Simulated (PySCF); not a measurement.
SnCl and its ions

UHF; PySCF, scalar-relativistic core potentials, basis sets Sn def2-SVPD with ECP28, Cl def2-SVPD. Neutral (UHF): doublet (π ↑), Re = 2.432 Å, ωe = 336 cm⁻¹, De = 2.62 eV, HOMO -7.46 eV, LUMO -0.50 eV.

SnCl⁻ (UHF): triplet (π ↑↑), Re = 2.655 Å, ωe = 214 cm⁻¹. The energies at the minima are -672.75911 hartree for SnCl and -672.80290 for SnCl⁻.

(1) Work out the adiabatic electron affinity, without and with harmonic zero-point energies (1 hartree = 27.2114 eV, 1 eV = 8065.5 cm⁻¹), and the change of the bond length.

Spin–orbit coupling is left out, which matters for elements this heavy, above all for dissociation energies. Hartree–Fock leaves out correlation, which carries a large part of most bond energies and some tenths to 1 eV of ionisation energies. States were picked by a PBE0 search and need not be the measured ground states.

Results:

(1) At UHF: 0.04379 hartree = 1.192 eV between the minima; the zero-point term (336.0 − 214.0)/2 cm⁻¹ = +0.008 eV makes it 1.199 eV. Re changes by +22.3 pm against the neutral. The electron enters a π orbital; in so polar a molecule the change of length follows mostly from the change of the ionic charges.
